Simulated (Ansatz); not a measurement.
CH₇GeNSi (`[SiH3][CH]1[NH][GeH2]1`), relaxed with RKS PBE0-D4/def2-TZVP in the Gaussian-basis code of Ansatz from a PBE-D4/def2-SVP geometry. The force threshold is 0.005 eV/Å; the program also tests the step.

Total charge 0; spin multiplicity 1.

Start:

```xyz
11

Si    0.690    0.629   -1.442
C    -0.300    0.503    0.159
N     0.502    0.104    1.358
Ge   -0.763   -1.243    0.894
H    -0.256    0.757   -2.608
H     1.605    1.828   -1.433
H     1.520   -0.614   -1.612
H    -1.100    1.263    0.291
H     0.222    0.646    2.190
H    -0.109   -2.545    0.411
H    -2.013   -1.328    1.790
```

Task: By how much does the energy fall, and how many steps does the optimiser take? (An estimate is asked.)

Result: The calculation gave: 0.04 eV, in 6 steps, 1 of them rejected.

Task: Which bonds change most? (An estimate is asked.)

Result: Ansatz gave: N3–Ge4 from 1.905 to 1.873 Å; Si1–C2 from 1.886 to 1.861 Å; C2–Ge4 from 1.950 to 1.925 Å; C2–H8 from 1.111 to 1.092 Å.

Task: Give the relaxed structure. (Estimate.)

Result: Computed: 
```xyz
11

Si    0.681    0.625   -1.427
C    -0.301    0.492    0.147
N     0.495    0.102    1.349
Ge   -0.747   -1.225    0.895
H    -0.250    0.747   -2.583
H     1.585    1.809   -1.413
H     1.506   -0.600   -1.595
H    -1.084    1.239    0.293
H     0.232    0.649    2.162
H    -0.119   -2.522    0.408
H    -1.998   -1.316    1.764
```
